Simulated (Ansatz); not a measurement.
C$_{6}$H$_{16}$F$_{2}$N$_{2}$Sn, SMILES `CC(C)[NH][Sn]([F])([F])[NH]C(C)C`, 27 atoms. Charge 0, multiplicity 1. Correlated methods include outer-core shells of Sn, which these sets cover unevenly. Sn: def2 effective core potential. Hardware: A = 11 threads of an AMD EPYC 7R13 on a shared host and a whole NVIDIA H100 80 GB; B = 11 threads of an AMD EPYC 7R13 on a shared host. Correlated methods freeze the cores.

Give the basis size and wall time and peak host memory of each of these runs in Ansatz. direct RPA on PBE orbitals/def2-TZVPP energy [A]; RKS revPBE-D4/def2-TZVPP energy [A]; RKS ωB97M-V/def2-QZVPP energy [A]; RHF-MP2/def2-QZVPP energy [A]; RKS ωB97M-V/def2-SVP energy [B]; RKS PBE0-D4/def2-SVP energy [B]; RKS CAM-B3LYP-D4/def2-TZVPP energy [A]; RHF-CCSD(T)/def2-TZVPP energy [A]; RKS PBE0-D4/def2-TZVP relaxation (15 steps) [A]; RKS B97M-V/def2-TZVPP energy [A]; RHF-CCSD(T)/def2-SVP energy [A]; RKS PBE0-D4/def2-QZVPP energy [A]. (Best estimate.)

Ansatz gave: Other jobs shared the machine, so times are rough.

| level | job | functions | wall time | peak host memory (GiB) |
| --- | --- | --- | --- | --- |
| RKS revPBE-D4/def2-TZVPP | energy [A] | 584 | 1.9 s | 1.2 |
| RKS CAM-B3LYP-D4/def2-TZVPP | energy [A] | 584 | 2.3 s | 1.2 |
| RKS PBE0-D4/def2-SVP | energy [B] | 246 | 2.8 s | 1.6 |
| RKS B97M-V/def2-TZVPP | energy [A] | 584 | 2.9 s | 1.3 |
| direct RPA on PBE orbitals/def2-TZVPP | energy [A] | 584 | 4 s | 3.6 |
| RKS PBE0-D4/def2-QZVPP | energy [A] | 1132 | 4.1 s | 1.8 |
| RHF-CCSD(T)/def2-SVP | energy [A] | 246 | 5.5 s | 0.89 |
| RKS ωB97M-V/def2-QZVPP | energy [A] | 1132 | 6 s | 2 |
| RHF-MP2/def2-QZVPP | energy [A] | 1132 | 6.5 s | 2 |
| RKS ωB97M-V/def2-SVP | energy [B] | 246 | 7.5 s | 1.9 |
| RKS PBE0-D4/def2-TZVP | relaxation (15 steps) [A] | 456 | 21 s | 1.2 |
| RHF-CCSD(T)/def2-TZVPP | energy [A] | 584 | 88 s | 1.2 |
